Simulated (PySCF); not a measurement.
Below is a simulated gas-phase Cl 2p photoelectron spectrum of `F[SiH2]C(Cl)Cl`.

Every computed line was given a Gaussian of 0.4 eV full width at half maximum and an area set by the number of equivalent atoms (split 2:1 within a doublet); the highest printed point is 100. Level of theory: delta-SCF UKS SCAN, pcX-2 on the ionised atom, pcseg-1 elsewhere, spin-free X2C in PySCF 2.14.0.

(binding energy (eV), intensity): (206.1, 1), (206.2, 5), (206.3, 17), (206.4, 43), (206.5, 78), (206.6, 100), (206.7, 91), (206.8, 59), (206.9, 27), (207.0, 9), (207.1, 2), (207.2, 0), (207.3, 0), (207.4, 0), (207.5, 0), (207.6, 0), (207.7, 0), (207.8, 1), (207.9, 4), (208.0, 13), (208.1, 29), (208.2, 45), (208.3, 50), (208.4, 39), (208.5, 21), (208.6, 8), (208.7, 2), (208.8, 0)

Problem. Count the maxima, the lines and the sites behind this envelope.

Solution. The curve has 2 maxima (at 206.6 and 208.3 eV). Under it lie 2 lines from 1 inequivalent chlorine site, drawn as a 2p3/2, 2p1/2 pair.

Problem. Decompose the envelope and assign each component. Numbering: `[F:1][SiH2:2][CH:3]([Cl:4])[Cl:5]`.

Solution. 
| position (eV) | relative area | line | atoms | environment |
| --- | --- | --- | --- | --- |
| 206.62 | 1.33 | Cl 2p3/2 | Cl4/Cl5 | alkyl chlorine |
| 208.28 | 0.67 | Cl 2p1/2 | Cl4/Cl5 | alkyl chlorine |

The curve has no shake-up lines and no vibrational structure. One atom of each set of topologically equivalent atoms was ionised and stands for the set; in this conformer not all members are related by symmetry, and their own values weren't computed. 2p3/2 and 2p1/2 are the ΔSCF energy of one spin-free 2p hole plus the eigenvalues of a spin–orbit and ligand-field matrix of the shell. 2p1/2 minus 2p3/2 (ligand field included): Cl 1.65 eV. One conformer (not necessarily the lowest) at the PBE0-D3(BJ)/def2-SVP geometry, without solvent, vibrations or thermal averaging.

The values belong to the conformer `[F:1][SiH2:2][CH:3]([Cl:4])[Cl:5]`: F1–Si2–C3–Cl4 62°.
